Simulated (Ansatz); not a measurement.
# Ligand exchange: SnH3(SH) + C2H2S → SnH2(SH)2 + C2H2

Species: SnH3(SH), singlet; C2H2S (ethynethiol) `C#CS`, singlet; SnH2(SH)2, singlet; C2H2 `C#C`, singlet. The partners trade H for SH: Sn–H and C–SH bonds give way to Sn–SH and C–H.

Shapes, held fixed at every level: PBE0-D4/def2-TZVP. Flexible molecules stand in one conformer, not always the lowest. Programs: Ansatz 0.2.0. Electronic energies: no zero-point or thermal term.

```csv
level,kind,ΔE (kJ/mol),less CCSD(T)/def2-TZVPP
HF/def2-SVP,Hartree–Fock,-107.3,-3.5
r2SCAN-D4/def2-TZVPP,meta-GGA,-98.9,+4.9
BHLYP-D4/def2-TZVPP,global hybrid,-106.2,-2.4
wB97M-V/def2-TZVPP,range-separated hybrid,-103.1,+0.7
wB97X-V/def2-TZVPP,range-separated hybrid,-100.2,+3.6
MP2/def2-SVP,perturbation theory,-100.2,+3.6
CCSD/def2-SVP,coupled cluster or CI,-99.4,+4.4
CCSD(T)/def2-TZVPP,coupled cluster or CI,-103.8,0.0
```

The highest level, CCSD(T)/def2-TZVPP, gives ΔE = -103.8 kJ/mol; the levels span -107.3 to -98.9. The column of differences is taken from that level and isn't an error. No measured value is set beside it here. For atoms past krypton def2 sets carry core potentials with scalar relativity. Outer-core shells of Sn are correlated in most correlated rows, in sets that cover them unevenly.
